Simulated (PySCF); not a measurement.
AlCl2I, SMILES [Cl][Al]([Cl])[I].

Coordinates come from a B3LYP-D3(BJ)/def2-SVP optimisation. The def2 effective core potentials stand for the cores of I; spin–orbit coupling is left out.

The numbers are results of PBE0/def2-TZVPD run with PySCF, not measurements.

Gas-phase values at a fixed geometry.

```
Item                                                                                                            Result
---------------------------------------------------------------------------------------------  -----------------------
total energy                                                                                       -1460.37864 hartree
point group                                                                                                        C2v
highest occupied level                                                                                        -8.24 eV
lowest empty level                                                                                            -1.76 eV
orbital gap                                                                                                    6.48 eV
dipole moment                                                                                                   0.69 D
quadrupole, principal values (traceless, Buckingham form, about the centre of nuclear charge)   -4.14, -1.07, 5.22 D·Å
mean static polarisability                                                                       86.5 bohr³ (12.82 Å³)
polarisability, principal values                                                               67.5, 87.3, 104.8 bohr³
```
